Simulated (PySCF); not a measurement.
methoxyethene (C₃H₆O), SMILES C(=C)OC.

The structure is a stationary point at B3LYP-D3(BJ)/def2-SVP. One conformer was computed; it need not be the lowest.

Level of theory: PBE/def2-TZVP run with PySCF.

Symmetry labels are those of the subgroup Cs that the program uses (full group Cs).

Task: List the valence orbital energies around the gap with their symmetry. (The exact figures need the calculation; the answer reports its results.)

Result: 
```
orbital  symmetry  energy (eV)
-------  --------  -----------
HOMO−7         A'       -12.71
HOMO−6         A'       -11.43
HOMO−5         A"       -11.36
HOMO−4         A'        -9.76
HOMO−3         A'        -9.33
HOMO−2         A"        -8.32
HOMO−1         A'        -7.93
HOMO           A"        -5.32
LUMO           A"        -0.39
LUMO+1         A'         0.65
LUMO+2         A'         1.25
LUMO+3         A'         1.82
```
